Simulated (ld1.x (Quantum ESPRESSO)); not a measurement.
## Transferability test, TM potential for gallium (Ga)

- Element: Ga
- Generator: ld1.x (Quantum ESPRESSO) 7.5
- Type: norm-conserving Troullier–Martins (Kleinman–Bylander form)
- Functional: PBE
- Relativity: scalar-relativistic
- Frozen core: [Ar]
- Valence charge: 13
- Reference configuration: 3d10 4s1 4p0 (charge +2)
- Partial waves: 4s (bound): rc 1.60 bohr; 3d (bound): rc 1.40 bohr; 4p (bound, empty): rc 2.05 bohr
- Local potential: the p channel
- Core correction: a·sin(br)/r model core inside 1.45 bohr

Energies are relative to the spin-unpolarised reference configuration 3d10 4s1 4p0; without spin polarisation the order of configurations can differ from experiment.

```
valence configuration  charge  ΔE all-electron (eV)  error AE − PS (meV)
         3d10 4s2 4p1       0               -26.816                  -17
         3d10 4s0 4p0      +3                31.272                 -5.4
         3d10 4s1 4p1      +1               -13.756                 -1.6
          3d9 4s2 4p1      +1                 0.880                 -608
          3d9 4s0 4p0      +4                95.149                 -549
```

(1) What are ΔE and the potential's error for 3d10 4s2 4p0?

(2) What are ΔE and the potential's error for 3d10 4s1 4p2?

Levels in the configuration 3d10 4s1 4p2:

| level | all-electron (eV) | pseudo (eV) |
| --- | --- | --- |
| 3d | -21.035 | -21.114 |
| 4s | -10.044 | -10.035 |
| 4p | -3.348 | -3.348 |

Note: ghost state, extra bound levels that the all-electron valence spectrum of the same l lacks: s at -321.1 eV. A true bound ghost makes a file unfit for plane-wave use.

Answers

(1) ΔE = -21.128 eV all-electron; the error (AE − PS) is -11 meV.

(2) ΔE = -20.278 eV all-electron; the error (AE − PS) is -3.0 meV.
